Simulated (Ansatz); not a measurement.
Frontier orbitals of `[AlH2]/[N]=C\S`.

| atom | x (Å) | y (Å) | z (Å) |
| --- | --- | --- | --- |
| Al1 | -1.542 | -0.670 | -1.084 |
| N2 | -0.125 | -0.288 | -0.133 |
| C3 | 0.854 | 0.057 | 0.541 |
| S4 | 1.148 | 1.733 | 1.040 |
| H5 | -1.399 | -0.624 | -2.657 |
| H6 | -2.858 | -1.066 | -0.306 |
| H7 | 1.632 | -0.634 | 0.893 |
| H8 | 2.290 | 1.492 | 1.705 |

Total charge 0; spin multiplicity 1. All single points use the PBE0-D4/def2-TZVP geometry. It is one conformer, not always the lowest. Basis def2-TZVPP, Ansatz 0.2.0.

```csv
functional,HOMO (eV),LUMO (eV),gap (eV)
PBE,-5.84,-1.84,4.00
BLYP,-5.71,-1.68,4.03
PBE0,-7.05,-0.89,6.16
r2SCAN0,-7.21,-0.71,6.50
BHLYP,-8.18,-0.12,8.06
LC-ωPBE,-9.69,1.10,10.79
ωB97M-V,-9.26,0.72,9.98
```

A quarter of exact exchange (PBE0) shifts PBE's HOMO by −1.20 eV and its LUMO by +0.95 eV; full exchange at long range (ωB97M-V) shifts them by −3.42 and +2.57 eV. The gap opens from 4.00 to 9.99 eV, since occupied levels lose self-interaction and empty ones feel all the electrons. A positive LUMO is unbound and depends on the basis.

LC-ωPBE has ω = 0.4 bohr⁻¹.
